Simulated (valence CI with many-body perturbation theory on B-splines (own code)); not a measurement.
# E1 line list for Bi LXXVIII

Method: configuration interaction combined with many-body perturbation theory (CI+MBPT): four valence electrons over a frozen Dirac-Fock core [He], radial functions for each j: 11 s, 11 p, 9 d, 7 f, 5 g, 2 h, 1 i, with the one-electron correlation potential Σ1 (screened to all orders), the two-electron term Σ2, the three-electron term Σ3, Breit, model QED; selected single and double excitations, second order for the rest (own B-spline code, finite nucleus).

No measured spectrum was set against this ion. As an estimate, large intervals hold to a few tenths of a per cent, small ones and those within an open d or f shell to about a per cent. Among the levels kept, up to 280 cm⁻¹ of a level comes from second order outside the variational space, and about a tenth of that is noise between levels of different J, which matters for small intervals.

Lines 201 to 240 of 240 in falling wavelength, among levels below 17606 eV, chosen from the strongest by gf and those to the six lowest levels. Wavelengths and rates use the calculated energies. Electric multipoles are in the length gauge, E1 and E2 with the static RPA response of the core. Weak lines are less certain than strong ones. Lines between different terms over intervals too small for the method are left out, as are lines whose strength nearly cancels. The highest levels of a list are the least certain.

Levels are named by their leading jj configuration (3d3/2^4 stands for four electrons in 3d with j = 3/2), which in mixed levels can hold well under half, so a name can repeat and another be missing. Letters in brackets count levels of one name in rising energy.

```tsv
λ vac (Å)	Upper	Lower	A (s⁻¹)	S (a.u.)
0.8477	(2s 2p1/2 2p3/2 3d3/2) J=1 [d]	(2s 2p1/2^2 2p3/2) J=1	2.80e+15	2.52e-03
0.8477	(2s 2p1/2 2p3/2 3d3/2) J=2 [d]	(2s 2p1/2^2 2p3/2) J=1	3.12e+15	4.69e-03
0.8476	(2s 2p1/2 2p3/2 3d3/2) J=3 [b]	(2s 2p1/2^2 2p3/2) J=2	2.56e+15	5.39e-03
0.8471	(2s 2p1/2 2p3/2 3d3/2) J=2 [b]	(2s 2p1/2^2 2p3/2) J=2	2.69e+15	4.03e-03
0.8470	(2s 2p1/2 2p3/2 3d3/2) J=0 [b]	(2s 2p1/2^2 2p3/2) J=1	3.29e+15	9.88e-04
0.8465	(2s 2p1/2 2p3/2 3d3/2) J=1 [b]	(2s 2p1/2^2 2p3/2) J=2	2.95e+15	2.65e-03
0.8459	(2s^2 2p1/2 3d3/2) J=1	(2s^2 2p1/2^2) J=0	3.25e+15	2.91e-03
0.8451	(2s 2p1/2 2p3/2 3d5/2) J=2	(2s 2p1/2^2 2p3/2) J=1	3.93e+13	5.86e-05
0.8442	(2s^2 2p3/2 3d3/2) J=2	(2s^2 2p1/2 2p3/2) J=2	1.24e+15	1.84e-03
0.8437	(2s^2 2p3/2 3d3/2) J=3	(2s^2 2p1/2 2p3/2) J=2	2.43e+15	5.05e-03
0.8435	(2s 2p1/2 2p3/2 3d5/2) J=1	(2s 2p1/2^2 2p3/2) J=1	4.87e+13	4.33e-05
0.8434	(2s^2 2p3/2 3d3/2) J=1	(2s^2 2p1/2 2p3/2) J=2	4.23e+14	3.76e-04
0.8432	(2s 2p1/2 2p3/2 3d3/2) J=3 [c]	(2s 2p1/2^2 2p3/2) J=2	4.09e+13	8.48e-05
0.8432	(2s^2 2p3/2 3d3/2) J=2	(2s^2 2p1/2 2p3/2) J=1	1.23e+15	1.82e-03
0.8424	(2s^2 2p3/2 3d3/2) J=1	(2s^2 2p1/2 2p3/2) J=1	2.04e+15	1.81e-03
0.8420	(2s^2 2p3/2 3d3/2) J=0	(2s^2 2p1/2 2p3/2) J=1	2.48e+15	7.31e-04
0.8389	(2s 2p1/2 2p3/2 3d5/2) J=3 [a]	(2s 2p1/2^2 2p3/2) J=2	1.07e+13	2.18e-05
0.8363	(2s 2p1/2 2p3/2 3p3/2) J=3 [a]	(2s^2 2p1/2 2p3/2) J=2	4.62e+13	9.34e-05
0.8346	(2s 2p1/2 2p3/2 3p3/2) J=2 [a]	(2s^2 2p1/2 2p3/2) J=2	7.07e+13	1.01e-04
0.8345	(2s 2p1/2 2p3/2 3p3/2) J=1 [a]	(2s^2 2p1/2 2p3/2) J=1	5.07e+14	4.36e-04
0.8336	(2s 2p1/2 2p3/2 3p3/2) J=2 [a]	(2s^2 2p1/2 2p3/2) J=1	2.85e+14	4.07e-04
0.8330	(2s^2 2p3/2 3d5/2) J=3	(2s^2 2p1/2 2p3/2) J=2	7.88e+13	1.57e-04
0.8329	(2s 2p1/2 2p3/2 3p3/2) J=2 [b]	(2s^2 2p1/2 2p3/2) J=2	4.21e+14	6.01e-04
0.8328	(2s^2 2p3/2 3d5/2) J=2	(2s^2 2p1/2 2p3/2) J=1	1.23e+14	1.75e-04
0.8325	(2s 2p1/2 2p3/2 3p3/2) J=0 [a]	(2s^2 2p1/2 2p3/2) J=1	7.95e+14	2.26e-04
0.8321	(2s^2 2p3/2 3d5/2) J=1	(2s^2 2p1/2 2p3/2) J=2	3.48e+14	2.97e-04
0.8320	(2s 2p1/2 2p3/2 3p3/2) J=3 [b]	(2s^2 2p1/2 2p3/2) J=2	3.89e+14	7.74e-04
0.8319	(2s 2p1/2^2 3p3/2) J=1	(2s^2 2p1/2^2) J=0	7.93e+14	6.76e-04
0.8319	(2s 2p1/2 2p3/2 3p3/2) J=2 [b]	(2s^2 2p1/2 2p3/2) J=1	3.43e+13	4.87e-05
0.8318	(2s 2p1/2 2p3/2 3p3/2) J=1 [b]	(2s^2 2p1/2 2p3/2) J=2	4.66e+14	3.97e-04
0.8311	(2s^2 2p3/2 3d5/2) J=1	(2s^2 2p1/2 2p3/2) J=1	1.01e+13	8.56e-06
0.8308	(2s 2p1/2 2p3/2 3p3/2) J=1 [b]	(2s^2 2p1/2 2p3/2) J=1	7.44e+12	6.32e-06
0.8285	(2s 2p1/2 2p3/2 3p3/2) J=2 [c]	(2s^2 2p1/2 2p3/2) J=2	5.34e+13	7.49e-05
0.8283	(2s 2p1/2 2p3/2 3p3/2) J=3 [c]	(2s^2 2p1/2 2p3/2) J=2	3.16e+14	6.21e-04
0.8275	(2s 2p1/2 2p3/2 3p3/2) J=2 [c]	(2s^2 2p1/2 2p3/2) J=1	4.02e+14	5.62e-04
0.8272	(2s 2p1/2 2p3/2 3p3/2) J=2 [d]	(2s^2 2p1/2 2p3/2) J=2	3.05e+14	4.26e-04
0.8271	(2s 2p1/2 2p3/2 3p3/2) J=1 [c]	(2s^2 2p1/2 2p3/2) J=2	7.74e+13	6.49e-05
0.8262	(2s 2p1/2 2p3/2 3p3/2) J=2 [d]	(2s^2 2p1/2 2p3/2) J=1	1.34e+13	1.87e-05
0.8262	(2s 2p1/2 2p3/2 3p3/2) J=1 [c]	(2s^2 2p1/2 2p3/2) J=1	2.78e+14	2.32e-04
0.8257	(2s 2p1/2 2p3/2 3p3/2) J=1 [d]	(2s^2 2p1/2 2p3/2) J=1	2.04e+13	1.70e-05
```
